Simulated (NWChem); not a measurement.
System: C2H3F2NSi; SMILES [SiH3]C(F)(F)C#N

Computed with NWChem. Medium grid unless said otherwise, to which SCAN and Minnesota functionals are sensitive. Structure relaxed at the B3LYP/6-31G* (spherical d) level.

Question: Order these by “orbital gap (eV)”, lowest first: B3LYP/def2-TZVP; PBE/def2-TZVP; M06-2X/def2-TZVP; r2SCAN/def2-TZVP.

Answer: PBE/def2-TZVP (6.16), r2SCAN/def2-TZVP (6.73), B3LYP/def2-TZVP (8.26), M06-2X/def2-TZVP (11.03)
